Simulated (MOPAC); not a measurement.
A run for MOPAC: PM3 on SO-, 2S+1 = 2, a spin state set in the input, which need not be the lowest, a point of a bond scan (R = 1.582 Å). Charge -1.

```
PM3 1SCF PRECISE CHARGE=-1 UHF MS=0.5 THREADS=1
OS

O      0.00000000 1     0.00000000 1     0.00000000 1
S      0.00000000 1     0.00000000 1     1.58208800 1
```

Output:

```
*******************************************************************************
 **                                                                           **
 **                              MOPAC v23.2.5                                **
 **                                                                           **
 *******************************************************************************
 ** MOPAC's Digital Object Identifier: https://doi.org/10.5281/zenodo.6511958 **
 **                                                                           **
 ** Please cite the open-source release paper for use of this MOPAC version:  **
 ** J. E. Moussa and J. J. P. Stewart (2026)                                  **
 ** MOPAC: An open-source semiempirical molecular orbital program             **
 ** J. Open Source Softw., 11(119), 8025, https://doi.org/10.21105/joss.08025 **
 *******************************************************************************

                              PM3 CALCULATION RESULTS

 *******************************************************************************
 *  PM3        - The PM3 Hamiltonian to be used
 *  UHF        - UNRESTRICTED HARTREE-FOCK CALCULATION
 *
 *
 *
 *                 CHARGE ON SYSTEM = -1
 *
 *
 *
 *  MS=        - IN MECI, MAGNETIC COMPONENT OF SPIN =  0.5
 *  PRECISE    - TIGHTER CRITERIA TO BE USED
 *  1SCF       - DO 1 SCF AND THEN STOP
 *  THREADS=1  - MULTI-THREADING NOT USED
 *  T=         - A TIME OF 172800.0 SECONDS REQUESTED
 *  DUMP=N     - RESTART FILE WRITTEN EVERY 7200.0 SECONDS REQUESTED
 *******************************************************************************
PM3 1SCF PRECISE CHARGE=-1 UHF MS=0.5 THREADS=1
 OS

   ATOM   CHEMICAL          X               Y               Z
  NUMBER   SYMBOL      (ANGSTROMS)     (ANGSTROMS)     (ANGSTROMS)

     1       O          0.00000000  *   0.00000000  *   0.00000000  *
     2       S          0.00000000  *   0.00000000  *   1.58208800  *



          CARTESIAN COORDINATES

    NO.       ATOM           X           Y           Z

     1         O          0.0000      0.0000      0.0000
     2         S          0.0000      0.0000      1.5821

  O: (PM3): J. J. P. STEWART, J. COMP. CHEM. 10, 209 (1989).
  S: (PM3): J. J. P. STEWART, J. COMP. CHEM. 10, 209 (1989).

           Empirical Formula: O S  =     2 atoms



      MOLECULAR POINT GROUP   :   C*v


          UHF CALCULATION, NO. OF ALPHA ELECTRONS =    7
                           NO. OF BETA  ELECTRONS =    6

 -------------------------------------------------------------------------------
 PM3 1SCF PRECISE CHARGE=-1 UHF MS=0.5 THREADS=1
 OS



     1SCF WAS SPECIFIED, SO BFGS WAS NOT USED
     SCF FIELD WAS ACHIEVED


                              PM3 CALCULATION
                                                       MOPAC v23.2.5 Linux




          FINAL HEAT OF FORMATION =        -44.78606 KCAL/MOL =    -187.38486 KJ/MOL


          COSMO AREA              =         68.22 SQUARE ANGSTROMS
          COSMO VOLUME            =         51.18 CUBIC ANGSTROMS

          IONIZATION POTENTIAL    =          1.646591 EV
          ALPHA SOMO LUMO (EV)    =         -2.130  8.559
          BETA  SOMO LUMO (EV)    =         -1.647  5.954
          NO. OF ALPHA ELECTRONS  =          7
          NO. OF BETA  ELECTRONS  =          6
          MOLECULAR WEIGHT        =         48.0594         POINT GROUP:  C*v

          MOLECULAR DIMENSIONS (Angstroms)

            Atom       Atom       Distance
            S     2    O     1     1.58209
            S     2    O     1     0.00000
            O     1    S     2     0.00000


          SCF CALCULATIONS        =          1





   ATOM   CHEMICAL          X               Y               Z
  NUMBER   SYMBOL      (ANGSTROMS)     (ANGSTROMS)     (ANGSTROMS)

     1       O          0.00000000  *   0.00000000  *   0.00000000  *
     2       S          0.00000000  *   0.00000000  *   1.58208800  *

                             CARTESIAN COORDINATES

   1    O        0.000000000     0.000000000     0.000000000
   2    S        0.000000000     0.000000000     1.582088000


           Empirical Formula: O S  =     2 atoms



      MOLECULAR POINT GROUP   :   C*v


          ALPHA EIGENVALUES
 -27.94002 -17.14050  -7.91197  -7.44821  -7.15503  -3.04316  -2.12996   8.55939


           BETA EIGENVALUES
 -27.49315 -15.52130  -6.97366  -6.80153  -5.08899  -1.64659   5.95370   9.15955


              NET ATOMIC CHARGES AND DIPOLE CONTRIBUTIONS

  ATOM NO.   TYPE          CHARGE      No. of ELECS.   s-Pop       p-Pop
    1          O          -0.554832        6.5548     1.90864     4.64619
    2          S          -0.445168        6.4452     1.93745     4.50772
 DIPOLE           X         Y         Z       TOTAL
 POINT-CHG.     0.000     0.000     1.686     1.686
 HYBRID        -0.000    -0.000    -0.834     0.834
 SUM           -0.000    -0.000     0.852     0.852


          ATOMIC ORBITAL ELECTRON POPULATIONS

     Atom    s        px        py        pz
    1  O   1.90864   2.00000   1.50410   1.14208
    2  S   1.93745   2.00000   1.49590   1.01182


                    (SZ)    =    0.500000
                    (S**2)  =    0.750487


          ATOMIC ORBITAL SPIN POPULATIONS

    Atom   Total    s     px     py     pz
         Atomic
    1  O  0.4846  0.002  0.000  0.496 -0.014
    2  S  0.5154  0.006  0.000  0.504  0.005

 **********************
 *                    *
 * JOB ENDED NORMALLY *
 *                    *
 **********************




 == MOPAC DONE ==
```

The run finished.

Cost: around 0.020 core-seconds (rough).
